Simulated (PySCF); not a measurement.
# Running PySCF for BSe

The script input.py:

```python
from pyscf import gto, dft
from pyscf.geomopt.geometric_solver import optimize

mol = gto.M(
    atom='B 0 0 0; Se 0 0 1.93',
    basis='ano-rcc-vdzp',
    charge=0,
    spin=1,
    verbose=3,
)
mf = dft.UKS(mol, xc='camb3lyp')
mf = mf.sfx2c1e()
mf = mf.density_fit(auxbasis='def2-universal-jkfit')
mf.kernel()
g = mf.nuc_grad_method()
g.grid_response = True
mol_eq = optimize(g.as_scanner(), maxsteps=30)
print('optimised geometry (angstrom)')
print(mol_eq.tostring('raw'))
print('orbital energies (hartree):', [e[max(0, n-3):n+3].round(4) for e, n in zip(mf.mo_energy, mol.nelec)])
```

```bash
$ OMP_NUM_THREADS=1 python input.py
```

It prints (some set-up lines and the per-cycle HOMO/LUMO lines with their warnings removed):

```
converged SCF energy = -2454.7851048188  <S^2> = 0.76693944  2S+1 = 2.0168683
input.py

Current date and time:

#|     Arguments passed to driver run_optimizer():      |#
customengine              <pyscf.geomopt.geometric_solver.PySCFEngine object>
logIni                    <dir>
maxiter                   30
----------------------------------------------------------
Custom engine selected.
Bonds will be generated from interatomic distances less than 1.20 times sum of covalent radii
6 internal coordinates being used (instead of 6 Cartesians)
Internal coordinate system (atoms numbered from 1):
Distance 1-2
Translation-X 1-2
Translation-Y 1-2
Translation-Z 1-2
Rotation-A 1-2
Rotation-B 1-2
Rotation-C 1-2
<class 'geometric.internal.Distance'> : 1
<class 'geometric.internal.TranslationX'> : 1
<class 'geometric.internal.TranslationY'> : 1
<class 'geometric.internal.TranslationZ'> : 1
<class 'geometric.internal.RotationA'> : 1
<class 'geometric.internal.RotationB'> : 1
<class 'geometric.internal.RotationC'> : 1
> ===== Optimization Info: ====
> Job type: Energy minimization
> Maximum number of optimization cycles: 30
> Initial / maximum trust radius (Angstrom): 0.100 / 0.300
> Convergence Criteria:
> Will converge when all 5 criteria are reached:
>  |Delta-E| < 1.00e-06
>  RMS-Grad  < 3.00e-04
>  Max-Grad  < 4.50e-04
>  RMS-Disp  < 1.20e-03
>  Max-Disp  < 1.80e-03
> === End Optimization Info ===

Geometry optimization cycle 1
Cartesian coordinates (Angstrom)
 Atom        New coordinates             dX        dY        dZ
   B   0.000000   0.000000   0.000000    0.000000  0.000000  0.000000
  Se   0.000000   0.000000   1.930000    0.000000  0.000000  0.000000

WARN: Mole.unit (angstrom) is changed to Bohr

converged SCF energy = -2454.7851048185  <S^2> = 0.76694002  2S+1 = 2.0168689
--------------- DFsfX2C1eUKS_Scanner gradients ---------------
         x                y                z
0 B     0.0000000000     0.0000000000    -0.0802656871
1 Se    -0.0000000000    -0.0000000000     0.0802656881
----------------------------------------------
cycle 1: E = -2454.78510482  dE = -2454.79  norm(grad) = 0.113513
Step    0 : Gradient = 8.027e-02/8.027e-02 (rms/max) Energy = -2454.7851048185
Hessian Eigenvalues: 5.00000e-02 5.00000e-02 5.00000e-02 ... 5.00000e-02 5.00000e-02 1.80662e-01

Geometry optimization cycle 2
Cartesian coordinates (Angstrom)
 Atom        New coordinates             dX        dY        dZ
   B  -0.000000  -0.000000   0.100000   -0.000000 -0.000000  0.100000
  Se   0.000000   0.000000   1.830000    0.000000  0.000000 -0.100000
converged SCF energy = -2454.80187067051  <S^2> = 0.76413647  2S+1 = 2.0140869
--------------- DFsfX2C1eUKS_Scanner gradients ---------------
         x                y                z
0 B     0.0000000000     0.0000000000     0.0079794049
1 Se    -0.0000000000    -0.0000000000    -0.0079794046
----------------------------------------------
cycle 2: E = -2454.80187067  dE = -0.0167659  norm(grad) = 0.0112846
Step    1 : Displace = 1.000e-01/1.000e-01 (rms/max) Trust = 1.000e-01 (=) Grad = 7.979e-03/7.979e-03 (rms/max) E (change) = -2454.8018706705 (-1.677e-02) Quality = 0.962
Hessian Eigenvalues: 5.00000e-02 5.00000e-02 5.00000e-02 ... 5.00000e-02 5.00000e-02 2.33486e-01

Geometry optimization cycle 3
Cartesian coordinates (Angstrom)
 Atom        New coordinates             dX        dY        dZ
   B  -0.000000  -0.000000   0.090958    0.000000 -0.000000 -0.009042
  Se   0.000000   0.000000   1.839042   -0.000000  0.000000  0.009042
converged SCF energy = -2454.80192733545  <S^2> = 0.76452419  2S+1 = 2.0144718
--------------- DFsfX2C1eUKS_Scanner gradients ---------------
         x                y                z
0 B     0.0000000000     0.0000000000    -0.0044780766
1 Se    -0.0000000000    -0.0000000000     0.0044780765
----------------------------------------------
cycle 3: E = -2454.80192734  dE = -5.66649e-05  norm(grad) = 0.00633296
Step    2 : Displace = 9.042e-03/9.042e-03 (rms/max) Trust = 1.414e-01 (+) Grad = 4.478e-03/4.478e-03 (rms/max) E (change) = -2454.8019273355 (-5.666e-05) Quality = 0.416
Hessian Eigenvalues: 5.00000e-02 5.00000e-02 5.00000e-02 ... 5.00000e-02 5.00000e-02 3.64520e-01

Geometry optimization cycle 4
Cartesian coordinates (Angstrom)
 Atom        New coordinates             dX        dY        dZ
   B  -0.000000  -0.000000   0.094208   -0.000000 -0.000000  0.003250
  Se   0.000000   0.000000   1.835792    0.000000  0.000000 -0.003250
converged SCF energy = -2454.80195576787  <S^2> = 0.76437054  2S+1 = 2.0143193
--------------- DFsfX2C1eUKS_Scanner gradients ---------------
         x                y                z
0 B    -0.0000000000    -0.0000000000    -0.0001273193
1 Se     0.0000000000     0.0000000000     0.0001273192
----------------------------------------------
cycle 4: E = -2454.80195577  dE = -2.84324e-05  norm(grad) = 0.000180057
Step    3 : Displace = 3.250e-03/3.250e-03 (rms/max) Trust = 1.414e-01 (=) Grad = 1.273e-04/1.273e-04 (rms/max) E (change) = -2454.8019557679 (-2.843e-05) Quality = 1.034
Hessian Eigenvalues: 5.00000e-02 5.00000e-02 5.00000e-02 ... 5.00000e-02 5.00000e-02 3.54156e-01

Geometry optimization cycle 5
Cartesian coordinates (Angstrom)
 Atom        New coordinates             dX        dY        dZ
   B   0.000000  -0.000000   0.094303    0.000000  0.000000  0.000095
  Se  -0.000000   0.000000   1.835697   -0.000000 -0.000000 -0.000095
converged SCF energy = -2454.80195579034  <S^2> = 0.76437521  2S+1 = 2.0143239
--------------- DFsfX2C1eUKS_Scanner gradients ---------------
         x                y                z
0 B     0.0000000000     0.0000000000     0.0000025005
1 Se    -0.0000000000    -0.0000000000    -0.0000025013
----------------------------------------------
cycle 5: E = -2454.80195579  dE = -2.24709e-08  norm(grad) = 3.53684e-06
Step    4 : Displace = 9.512e-05/9.512e-05 (rms/max) Trust = 2.000e-01 (+) Grad = 2.501e-06/2.501e-06 (rms/max) E (change) = -2454.8019557903 (-2.247e-08) Quality = 0.982
Hessian Eigenvalues: 5.00000e-02 5.00000e-02 5.00000e-02 ... 5.00000e-02 5.00000e-02 3.54156e-01
Converged! =D

    #| If this code has benefited your research, please support us by citing: |#
    #| Wang, L.-P.; Song, C.C. (2016) "Geometry optimization made simple with |#
    #| translation and rotation coordinates", J. Chem, Phys. 144, 214108.     |#
    #|                                     |#
optimised geometry (angstrom)
B           0.00000000       -0.00000000        0.09430322
Se         -0.00000000        0.00000000        1.83569676
orbital energies (hartree): [array([-0.366 , -0.3268, -0.3268, -0.0417, -0.0417,  0.0965]), array([-0.4629, -0.3255, -0.3255, -0.122 , -0.0162, -0.0162])]
```

In short: E(SCF) = -2454.785105 Eh, ⟨S²⟩ = 0.767, all at the start geometry; optimised bond 1.741 Å with E = -2454.801956 Eh after 5 steps.

It ran on Intel Xeon Platinum 8488C (1 thread, shared host) in 23 s, peak memory 0.27 GiB.

The last line lists the levels of the start geometry. No search for the lowest solution was made.
